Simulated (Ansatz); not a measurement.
Consider the ligand exchange at the Al–N bond: `[NH2][Al]([F])[NH][SiH3]` + CH₃SH → `C[S][Al]([NH2])[F]` + `N[SiH3]`.

Computed with Ansatz on PBE0-D4/def2-TZVP structures; ΔE is electronic, products minus reactants. CCSD(T)/CBS is the MP2 limit (def2-TZVPP, def2-QZVPP) plus CCSD(T) − MP2 in def2-TZVPP, frozen cores. This one scheme is used for every species. Functionals use def2-TZVPP. B3LYP here is the variant with VWN-RPA as its local correlation; programs differ in this. Each species was taken in one conformer, which may not be the lowest.

`[NH2][Al]([F])[NH][SiH3]`:

Z-matrix (Å, degrees):
```
Si
N 1 1.721
H 1 1.490 2 112.7
H 1 1.490 2 112.7 3 -121.4
H 1 1.488 2 107.1 3 119.3
Al 2 1.774 1 128.9 3 -118.8
H 2 1.012 1 115.2 3 61.0
F 6 1.650 2 117.8 1 179.7
N 6 1.754 2 123.1 1 -0.3
H 9 1.006 6 124.4 2 179.9
H 9 1.006 6 124.8 2 -0.1
```

CH₃SH:

Cartesian coordinates in Å:
```
C 0.068 -0.346 -0.342
S -0.859 0.935 0.531
H 0.969 0.056 -0.803
H -0.590 -0.714 -1.129
H 0.320 -1.177 0.317
H 0.092 1.246 1.426
```

`C[S][Al]([NH2])[F]`:

Cartesian coordinates in Å:
```
C 0.811 1.998 -0.265
S 1.335 0.250 -0.373
Al -0.496 -0.767 0.163
N -0.633 -2.514 0.211
F -1.817 0.149 0.547
H -0.210 2.093 0.098
H 1.485 2.514 0.417
H 0.885 2.446 -1.255
H 0.112 -3.155 -0.004
H -1.471 -3.012 0.460
```

`N[SiH3]`:

Z-matrix (Å, degrees):
```
Si
N 1 1.720
H 1 1.486 2 107.9
H 1 1.494 2 116.0 3 -120.3
H 1 1.486 2 107.9 3 119.4
H 2 1.007 1 119.6 3 -168.6
H 2 1.007 1 119.6 3 49.2
```

```
             level  ΔE (kcal/mol)  difference from CCSD(T)/CBS
            PBE-D4           -2.2                         -1.9
         r2SCAN-D4           -1.1                         -0.8
           PBE0-D4           -1.8                         -1.5
          B3LYP-D4           -0.3                          0.0
           ωB97X-V           -0.5                         -0.2
           ωB97M-V           -0.4                         -0.1
            B2PLYP           -0.1                          0.2
               PBE           -2.3                         -2.0
            r2SCAN           -1.2                         -0.9
              PBE0           -1.9                         -1.6
             B3LYP           -0.4                         -0.1
     HF/def2-TZVPP            0.5                          0.8
    MP2/def2-TZVPP            0.0                          0.3
SCS-MP2/def2-TZVPP            0.7                          1.0
   CCSD/def2-TZVPP            0.8                          1.1
CCSD(T)/def2-TZVPP            0.5                          0.8
     HF/def2-QZVPP            0.8                          1.1
    MP2/def2-QZVPP           -0.3                          0.0
SCS-MP2/def2-QZVPP            0.3                          0.6
      HF/CBS(def2)            0.9                          1.2
     MP2/CBS(def2)           -0.7                         -0.4
    CCSD/CBS(def2)            0.0                          0.3
       CCSD(T)/CBS           -0.3                            0
```

Largest T1 diagnostic among the species: 0.011.
